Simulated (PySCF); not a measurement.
# La(NH2)3: from a saddle point downhill

PySCF 2.14.0, RKS BP86, La lcecp-1-SVP with ECP46, N def2-SVP, H def2-SVP; non-relativistic Hamiltonian with scalar-relativistic core potentials where named; density fitting; no spin-orbit coupling. Relaxed within the symmetry of its start, the geometry (D3h) is

```xyz
10

La    0.0000    0.0000    0.0000
N     2.3441    0.0000    0.0000
H     2.9842    0.0000    0.8105
H     2.9842    0.0000   -0.8105
N    -1.1721    2.0301    0.0000
H    -1.4921    2.5844    0.8105
H    -1.4921    2.5844   -0.8105
N    -1.1721   -2.0301    0.0000
H    -1.4921   -2.5844    0.8105
H    -1.4921   -2.5844   -0.8105
```

and its lowest harmonic modes are -508, -508, -457, -146, 94, 94 cm⁻¹ (negative: unstable). It was moved along the lowest mode and relaxed again, within the group C2 that the move left.

Task: Where does it end, and how much lower?

Result: In D3h, 1.061 eV lower, after 33 steps:
```xyz
10

La   -0.0015    0.0000    0.0000
N     2.3095   -0.0017   -0.0005
H     2.9406    0.8110    0.0869
H     2.9394   -0.8153   -0.0883
N    -1.1540    1.9903    0.2200
H    -0.7575    2.9383    0.3249
H    -2.1772    2.1313    0.2315
N    -1.1570   -1.9887   -0.2194
H    -2.1804   -2.1282   -0.2306
H    -0.7619   -2.9372   -0.3246
```

Task: How do the contacts change?

Result: 
```
     contact  saddle (Å)  end (Å)
La1–N2 (NH2)       2.344    2.311
La1–N5 (NH2)       2.344    2.310
La1–N8 (NH2)       2.344    2.310
```


No frequency check is given for the end, and other unstable modes may remain.

State: singlet in the valence, with the 4f electrons in the core potential.
